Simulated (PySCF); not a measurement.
C3H7FOSi, SMILES C[C@@H](F)[SiH2]C=O. Atoms are numbered in the order given.

```xyz
13

C     -2.5793    -0.1484    -0.2158
C     -1.1480    -0.5831     0.0442
F     -0.6875    -1.3683    -1.0409
Si     0.1481     0.8285     0.1866
C      1.9150     0.0109     0.2145
O      2.8649     0.4989     0.7989
H     -2.6475     0.4928    -1.1175
H     -3.2326    -1.0322    -0.3684
H     -2.9725     0.4252     0.6484
H     -1.1071    -1.2280     0.9531
H     -0.0480     1.6776     1.4112
H      0.0507     1.6760    -1.0541
H      2.0268    -0.9625    -0.3660
```
Charge 0, spin multiplicity 1.

Coordinates come from a PBE-D3(BJ)/def2-SVP optimisation. The structure was generated by enumeration; whether it is a known compound was not checked. One conformer was computed; it need not be the lowest.

Calculation: PBE-D3(BJ)/def2-SVP in PySCF.

Frequencies are harmonic and unscaled.

Computed vibrational spectrum:
```
mode  ν (cm⁻¹)  IR (km/mol)   moving atoms (share of kinetic energy)
----  --------  -----------  ---------------------------------------
1           31          4.1          O 41 %, C 22 %, H 19 %, Si 17 %
2           68          3.1  C 25 %, F 24 %, H 20 %, O 16 %, Si 15 %
3          102          3.1   C 33 %, H 26 %, F 19 %, Si 12 %, O 9 %
4          217          3.3           H 67 %, F 13 %, C 10 %, Si 8 %
5          247          3.8           H 40 %, C 39 %, F 11 %, Si 9 %
6          256          2.4  H 31 %, F 23 %, C 18 %, O 17 %, Si 11 %
7          298          6.3           H 41 %, O 28 %, C 18 %, Si 9 %
8          398          6.5                   C 37 %, H 28 %, F 26 %
9          468         14.0                  H 60 %, Si 20 %, C 11 %
10         563          3.9                  H 49 %, C 22 %, Si 21 %
11         673          5.8                  C 51 %, Si 27 %, H 20 %
12         702         15.0                           H 66 %, C 26 %
13         755        132.9                   H 77 %, Si 13 %, C 9 %
14         862         28.0                   H 47 %, C 32 %, F 20 %
15         877         47.6                           H 60 %, C 26 %
16         890         37.0                            H 87 %, C 9 %
17         967         14.7                           H 75 %, C 20 %
18        1040         41.9                   C 59 %, H 27 %, F 14 %
19        1099          3.8                           C 60 %, H 38 %
20        1224          8.7                           H 66 %, C 33 %
21        1288          1.0                           H 85 %, C 13 %
22        1333         16.2                           H 83 %, C 10 %
23        1337          9.4                           H 75 %, C 25 %
24        1398          5.6                                   H 96 %
25        1424          5.2                                   H 96 %
26        1737        142.4                           C 57 %, O 42 %
27        2154         53.2                                   H 97 %
28        2177         85.7                                   H 96 %
29        2717        134.7                                   H 93 %
30        2950         20.1                                   H 92 %
31        2970         13.9                                   H 97 %
32        3061         11.2                            H 91 %, C 9 %
33        3071          8.9                            H 91 %, C 9 %
```
